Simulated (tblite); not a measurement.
Level: GFN2-xTB in tblite, geometry and Hessian alike; calculated harmonic values, unscaled, isolated species. Errors from tens to a few hundred cm⁻¹ against measured bands are possible. Modes of hydrogen on silicon can be 10 to 20 % off. One conformer each. Thermal functions are those of the rigid rotor and harmonic oscillator, without mixing of conformers.

**Question.** Order these by their zero-point energy, highest first (kJ/mol).
A. `O=CN[SiH]1CC1`
B. `CC/C(C#N)=C(/CF)[C@@H](F)C#N`
C. `C[C@H]([SiH3])C#N`
D. `COC[C@H](F)C(F)(F)F`
E. `CP(C)C`
F. `C#Cc1ccccp1`

**Answer.** B (377.5), E (290.3), D (265.3), A (253.1), F (236.9), C (228.5).

```json
{"SMILES": "CC/C(C#N)=C(/CF)[C@@H](F)C#N", "atoms": "20", "mass (u)": "170.07", "symmetry number": "1", "modes under 300 cm⁻¹": "12", "ZPE (kJ/mol)": "377.5", "S translation (J/(mol K))": "183.7", "S rotation": "135.7", "S vibration": "287.2", "S": "606.6", "Cp": "272.0"}
{"SMILES": "CP(C)C", "atoms": "13", "mass (u)": "76.04", "symmetry number": "3", "modes under 300 cm⁻¹": "5", "ZPE (kJ/mol)": "290.3", "S translation (J/(mol K))": "173.6", "S rotation": "103.3", "S vibration": "107.6", "S": "384.6", "Cp": "152.3"}
{"SMILES": "COC[C@H](F)C(F)(F)F", "atoms": "15", "mass (u)": "146.04", "symmetry number": "1", "modes under 300 cm⁻¹": "7", "ZPE (kJ/mol)": "265.3", "S translation (J/(mol K))": "181.8", "S rotation": "129.4", "S vibration": "196.1", "S": "507.2", "Cp": "207.2"}
{"SMILES": "O=CN[SiH]1CC1", "atoms": "13", "mass (u)": "101.03", "symmetry number": "1", "modes under 300 cm⁻¹": "5", "ZPE (kJ/mol)": "253.1", "S translation (J/(mol K))": "177.2", "S rotation": "119.7", "S vibration": "134.9", "S": "431.8", "Cp": "171.2"}
{"SMILES": "C#Cc1ccccp1", "atoms": "13", "mass (u)": "120.01", "symmetry number": "1", "modes under 300 cm⁻¹": "4", "ZPE (kJ/mol)": "236.9", "S translation (J/(mol K))": "179.3", "S rotation": "125.5", "S vibration": "128.0", "S": "432.8", "Cp": "179.1"}
{"SMILES": "C[C@H]([SiH3])C#N", "atoms": "12", "mass (u)": "85.03", "symmetry number": "1", "modes under 300 cm⁻¹": "5", "ZPE (kJ/mol)": "228.5", "S translation (J/(mol K))": "175.0", "S rotation": "118.0", "S vibration": "119.1", "S": "412.1", "Cp": "156.8"}
```

Entropies and Cp are for 500 K and 1 bar.
